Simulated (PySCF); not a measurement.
## Working out the ionisation energy of S(2+)

S(2+) [Ne] 3s2 3p2 (3P) → S(3+) [Ne] 3s2 3p1 (2P). Computed with PySCF 2.14 in aug-cc-pV(D+d)Z, with the non-relativistic Hamiltonian (point nucleus). Frozen: [Ne]. Energies in hartree (1 hartree = 27.21139 eV):

```tsv
part	S(2+) (lower)	S(3+) (upper)
UHF	-396.324755	-395.069850
CCSD correlation	-0.077929	-0.064270
(T)	-0.001017	-0.000636
```

What does Hartree-Fock give?

(-395.069850) − (-396.324755) = 1.254905 hartree = 34.148 eV.

What do CCSD and CCSD(T) give?

The CCSD correlation energies differ by 0.013659 hartree = 0.372 eV and the triples by 0.000381 hartree = 0.010 eV, so CCSD gives 34.520 eV and CCSD(T) 34.530 eV.

Reference: 34.86 ± 0.04 eV (semi-empirical (NIST evaluation); NIST Atomic Spectra Database, ionization energies), between the lowest levels; spin-orbit coupling is absent from the calculation.

What remains against the reference includes basis incompleteness, the frozen core and higher excitations.
